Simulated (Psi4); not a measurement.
C3H9ISiZn, singlet, at a GFN2-xTB geometry (such geometries of metal compounds can be far from the true shape) (core potentials on I); PBE0/def2-TZVPD (Psi4).

Input for Psi4:
```
memory 2 GB

molecule mol {
0 1
  Zn   -0.040875   -0.123634   -0.063824
  I     1.095762    1.933958    0.936738
  Si   -1.161275   -2.028851   -0.981114
  C    -3.042669   -1.920043   -0.665993
  C    -0.518484   -3.643729   -0.188176
  C    -0.880335   -2.140967   -2.867450
  H    -3.552285   -2.784579   -1.082071
  H    -3.272301   -1.886759    0.395598
  H    -3.477374   -1.035093   -1.122838
  H    -0.678386   -3.656699    0.886543
  H     0.544961   -3.782708   -0.362755
  H    -1.031947   -4.506126   -0.603987
  H     0.173586   -2.240392   -3.112550
  H    -1.255136   -1.261460   -3.383928
  H    -1.393503   -3.004586   -3.281081
}

set basis def2-tzvpd
set reference rks

energy('pbe0')
print_variables()
```

Question: Predict the main parts of the log of this Psi4 run.

Answer: 
```
   => Loading Basis Set <=

    Name: DEF2-TZVPD
    Role: ORBITAL
    Keyword: BASIS

    !!!  WARNING: ECP capability is in beta. Please check occupations closely.  !!!

         ---------------------------------------------------------
                                   SCF
               by Justin Turney, Rob Parrish, Andy Simmonett
                          and Daniel G. A. Smith
                              RKS Reference
         ---------------------------------------------------------

  ==> Geometry <==

    Molecular point group: c1
    Full point group: C1

    Geometry (in Angstrom), charge = 0, multiplicity = 1:

       Center              X                  Y                   Z               Mass
    ------------   -----------------  -----------------  -----------------  -----------------
         ZN          -0.179595684847    -0.366011381386    -0.181034731975    63.929142010000
         I            0.957041315153     1.691580618614     0.819527268025   126.904471900000
         SI          -1.299995684847    -2.271228381386    -1.098324731975    27.976926534650
         C           -3.181389684847    -2.162420381386    -0.783203731975    12.000000000000
         C           -0.657204684847    -3.886106381386    -0.305386731975    12.000000000000
         C           -1.019055684847    -2.383344381386    -2.984660731975    12.000000000000
         H           -3.691005684847    -3.026956381386    -1.199281731975     1.007825032230
         H           -3.411021684847    -2.129136381386     0.278387268025     1.007825032230
         H           -3.616094684847    -1.277470381386    -1.240048731975     1.007825032230
         H           -0.817106684847    -3.899076381386     0.769332268025     1.007825032230
         H            0.406240315153    -4.025085381386    -0.479965731975     1.007825032230
         H           -1.170667684847    -4.748503381386    -0.721197731975     1.007825032230
         H            0.034865315153    -2.482769381386    -3.229760731975     1.007825032230
         H           -1.393856684847    -1.503837381386    -3.501138731975     1.007825032230
         H           -1.532223684847    -3.246963381386    -3.398291731975     1.007825032230

  Running in c1 symmetry.

  Rotational constants: A =      0.10389  B =      0.01159  C =      0.01159 [cm^-1]
  Rotational constants: A =   3114.41518  B =    347.45328  C =    347.43412 [MHz]
  Nuclear repulsion =  625.580610297762064

  Charge       = 0
  Multiplicity = 1
  Electrons    = 96
  Nalpha       = 48
  Nbeta        = 48

  ==> Algorithm <==

  SCF Algorithm Type is DF.
  DIIS enabled.
  MOM disabled.
  Fractional occupation disabled.
  Guess Type is SAD.
  Energy threshold   = 1.00e-06
  Density threshold  = 1.00e-06
  Integral threshold = 1.00e-12

  ==> Primary Basis <==

  Basis Set: DEF2-TZVPD
    Blend: DEF2-TZVPD
    Number of shells: 135
    Number of basis functions: 345
    Number of Cartesian functions: 386
    Spherical Harmonics?: true
    Max angular momentum: 3

  Core potential: DEF2-TZVPD
    Number of shells: 4
    Number of ECP primitives: 29
    Number of ECP core electrons: 28
    Max angular momentum: 3

  ==> DFT Potential <==

   => LibXC <=

    Version 7.1.2
    S. Lehtola, C. Steigemann, M. J. T. Oliveira, and M. A. L. Marques,  SoftwareX 7, 1–5 (2018) (10.1016/j.softx.2017.11.002)

   => Composite Functional: PBE0 <=

    PBE0 Hyb-GGA Exchange-Correlation Functional

    C. Adamo and V. Barone,  J. Chem. Phys. 110, 6158 (1999) (10.1063/1.478522)
    M. Ernzerhof and G. E. Scuseria,  J. Chem. Phys. 110, 5029 (1999) (10.1063/1.478401)

    Deriv               =              1
    GGA                 =           TRUE
    Meta                =          FALSE

    Exchange Hybrid     =           TRUE
    MP2 Hybrid          =          FALSE

   => Exchange Functionals <=

    0.7500   Perdew, Burke & Ernzerhof

   => Exact (HF) Exchange <=

    0.2500               HF

   => Correlation Functionals <=

    1.0000   Perdew, Burke & Ernzerhof

   => LibXC Density Thresholds  <==

    XC_HYB_GGA_XC_PBEH:  1.00E-15

   => Molecular Quadrature <=

    Radial Scheme          =       TREUTLER
    Pruning Scheme         =           NONE
    Nuclear Scheme         =       TREUTLER

    Blocking Scheme        =         OCTREE
    BS radius alpha        =              1
    Pruning alpha          =              1
    Radial Points          =             75
    Spherical Points       =            302
    Total Points           =         321008
    Total Blocks           =           2449
    Max Points             =            256
    Max Functions          =            314
    Weights Tolerance      =       1.00E-15

   => Loading Basis Set <=

    Name: (DEF2-TZVPD AUX)
    Role: JKFIT
    Keyword: DF_BASIS_SCF

  ==> Integral Setup <==

  SCF_SUBTYPE=INCORE selected. In-core MEM_DF algorithm will be used.
  Using in-core AOs.

  ==> MemDFJK: Density-Fitted J/K Matrices <==

    J tasked:                   Yes
    K tasked:                   Yes
    wK tasked:                   No
    Algorithm:                 Core
    Schwarz Cutoff:           1E-12
    Mask sparsity (%):       9.7190
    Fitting Condition:        1E-10

   => Auxiliary Basis Set <=

  Basis Set: (DEF2-TZVPD AUX)
    Blend: DEF2-UNIVERSAL-JKFIT
    Number of shells: 271
    Number of basis functions: 997
    Number of Cartesian functions: 1288
    Spherical Harmonics?: true
    Max angular momentum: 6

  Minimum eigenvalue in the overlap matrix is 2.0395336207E-05.
  Reciprocal condition number of the overlap matrix is 1.5516486411E-06.
    Using symmetric orthogonalization.

  ==> Pre-Iterations <==

  SCF Guess: Superposition of Atomic Densities via on-the-fly atomic UHF (no occupation information).

   -------------------------
    Irrep   Nso     Nmo
   -------------------------
     A        345     345
   -------------------------
    Total     345     345
   -------------------------

  ==> Iterations <==

                           Total Energy        Delta E     RMS |[F,P]|

   @DF-RKS iter SAD: -2480.31717278361157   -2.48032e+03   0.00000e+00
   @DF-RKS iter   1: -2482.58547337907294   -2.26830e+00   1.24555e-02 DIIS/ADIIS
   @DF-RKS iter   2: -2431.69506598986345    5.08904e+01   2.72997e-02 DIIS/ADIIS
   @DF-RKS iter   3: -2479.40682013526794   -4.77118e+01   9.88605e-03 DIIS/ADIIS
   @DF-RKS iter   4: -2485.48276591790818   -6.07595e+00   4.09592e-03 DIIS/ADIIS
   @DF-RKS iter   5: -2485.86124487371626   -3.78479e-01   1.85115e-03 DIIS/ADIIS
   @DF-RKS iter   6: -2485.97398150551044   -1.12737e-01   4.20405e-04 DIIS/ADIIS
   @DF-RKS iter   7: -2485.98288219831556   -8.90069e-03   6.28745e-05 DIIS
   @DF-RKS iter   8: -2485.98311345167622   -2.31253e-04   2.34832e-05 DIIS
   @DF-RKS iter   9: -2485.98314754072135   -3.40890e-05   5.53409e-06 DIIS
   @DF-RKS iter  10: -2485.98314895955355   -1.41883e-06   1.52714e-06 DIIS
   @DF-RKS iter  11: -2485.98314907527993   -1.15726e-07   5.10667e-07 DIIS
  Energy and wave function converged.

  ==> Post-Iterations <==

   Electrons on quadrature grid:
      Ntotal   =   95.9998903059 ; deviation = -1.097e-04

    Orbital Energies [Eh]
    ---------------------

    Doubly Occupied:

[...]
    Virtual:

[...]
    Final Occupation by Irrep:
              A
    DOCC [    48 ]
    NA   [    48 ]
    NB   [    48 ]

  @DF-RKS Final Energy: -2485.98314907527993

   => Energetics <=

    Nuclear Repulsion Energy =            625.5806102977620640
    One-Electron Energy =               -4809.4338619744039534
    Two-Electron Energy =                1798.9140814278030120
    DFT Exchange-Correlation Energy =    -101.0439788264416165
    Empirical Dispersion Energy =           0.0000000000000000
    VV10 Nonlocal Energy =                  0.0000000000000000
    Total Energy =                      -2485.9831490752803802

Computation Completed

Properties will be evaluated at   0.000000,   0.000000,   0.000000 [a0]

Properties computed using the SCF density matrix

 Multipole Moments:

 ------------------------------------------------------------------------------------
     Multipole            Electronic (a.u.)      Nuclear  (a.u.)        Total (a.u.)
 ------------------------------------------------------------------------------------

 L = 1.  Multiply by 2.5417464519 to convert [e a0] to [Debye]
 Dipole X            :         82.4893007          -83.1452070           -0.6559064
 Dipole Y            :        145.1182329         -146.3007988           -1.1825659
 Dipole Z            :         70.2538991          -70.8285968           -0.5746977
 Magnitude           :                                                    1.4693375

 ------------------------------------------------------------------------------------

  Variable Map:
  ----------------------------------------------------------------------------
[...]
  Array Variable Map:
  ----------------------------------------------------------------------------
[...]
[...]
```
